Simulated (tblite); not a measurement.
Species: C8H15P.
Cartesian coordinates in Å at the GFN2-xTB level; atoms count from 1:
```xyz
24
C8H15P angstrom
C     -3.8477    0.7371   -0.5320
C     -2.9256   -0.1195   -0.1223
P     -1.2797   -0.2406   -0.9015
C     -0.4803    1.2469   -0.1083
C      1.0363    1.1106   -0.1913
C      1.5669   -0.0526    0.6501
C      3.0933   -0.0737    0.6158
C      1.0091   -1.3910    0.1603
C     -0.5106   -1.4625    0.2703
H     -4.8256    0.7915   -0.0798
H     -3.6583    1.4268   -1.3387
H     -3.1417   -0.8291    0.6687
H     -0.8055    1.3322    0.9329
H     -0.8110    2.1406   -0.6433
H      1.3278    0.9578   -1.2342
H      1.5014    2.0397    0.1514
H      1.2442    0.0970    1.6877
H      3.4989    0.8635    0.9901
H      3.4467   -0.2175   -0.4030
H      3.4802   -0.8840    1.2295
H      1.4540   -2.1992    0.7481
H      1.3026   -1.5402   -0.8826
H     -0.8581   -2.4648    0.0034
H     -0.8289   -1.2493    1.2962
```

Calculated harmonic vibrations of the isolated species, GFN2-xTB (tblite), most abundant isotopes, no scaling. Errors from tens to a few hundred cm⁻¹ against measured bands are possible. One conformer, not necessarily the lowest. The optimisation stopped once no atom felt more than 0.01 eV/Å.

Lowest wavenumbers of the output (negative numbers stand for imaginary wavenumbers):
```
mode    cm-1
  1     -49.6
  2      82.5
  3     129.4
  4     196.8
  5     200.1
  6     213.2
  7     271.4
  8     300.7
```

Task: Is this structure a minimum?

Result: Not by this Hessian. 1 mode is imaginary beyond 20i (50i cm⁻¹), so at this level the point lies at or near a first-order saddle. The curvature is small, so loose convergence or finite differences may be the whole cause.

Task: Which atoms move in the imaginary mode?

Result: 50i: C1 (terminal =CH2 carbon) 34 %, H11 (vinylic hydrogen) 23 %, H12 (vinylic hydrogen) 17 %, C2 (alkene CH carbon) 12 %. These are shares of the mass-weighted motion.

Task: What is the remedy?

Result: Step along that mode in both directions, optimise again with tighter thresholds and repeat the frequencies. The zero-point energy of this point (130.9 kcal/mol) counts the 65 real modes alone, and thermal corrections from it aren't those of a minimum.
